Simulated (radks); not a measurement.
Task: All-electron atom: Pt2- in [Hg]. All-electron calculation, scalar-relativistic Kohn-Sham, PBEsol, spin-unpolarised, spherical densities, point nucleus; Watson sphere of charge +2 and radius 4.44 bohr. Program: a radial shooting solver on a logarithmic mesh with Libxc functionals. Some entries of the table are withheld. Estimate them.

| orbital | occ. | eigenvalue (hartree) | r(max) (bohr) | <r^2> (bohr^2) |
|---|---|---|---|---|
| 1s | 2 | -2881.441 | 0.01062 | 0.0004061 |
| 2s | 2 | (1) | 0.06123 | (2) |
| 2p | 6 | -438.5896 | 0.05059 | (3) |
| 3s | 2 | -118.7774 | 0.1726 | 0.04005 |
| 3p | 6 | -99.12256 | 0.1718 | 0.04108 |
| 3d | 10 | -77.81577 | 0.1398 | 0.03402 |
| 4s | 2 | -25.41366 | 0.3899 | 0.1945 |
| 4p | 6 | -18.96853 | 0.4101 | (4) |
| 4d | 10 | -11.14659 | (5) | 0.2536 |
| 5s | 2 | -3.61847 | 0.8684 | 1.018 |
| 4f | 14 | -2.45365 | 0.3848 | 0.3247 |
| 5p | 6 | -1.93365 | 0.9773 | 1.385 |
| 6s | 2 | -0.17088 | 2.620 | 13.54 |
| 5d | 10 | -0.11991 | 1.271 | 4.790 |

Result: 
(1) 2s eigenvalue (hartree): -506.0990
(2) 2s <r^2> (bohr^2): 0.006202
(3) 2p <r^2> (bohr^2): 0.005203
(4) 4p <r^2> (bohr^2): 0.2221
(5) 4d r(max) (bohr): 0.4182
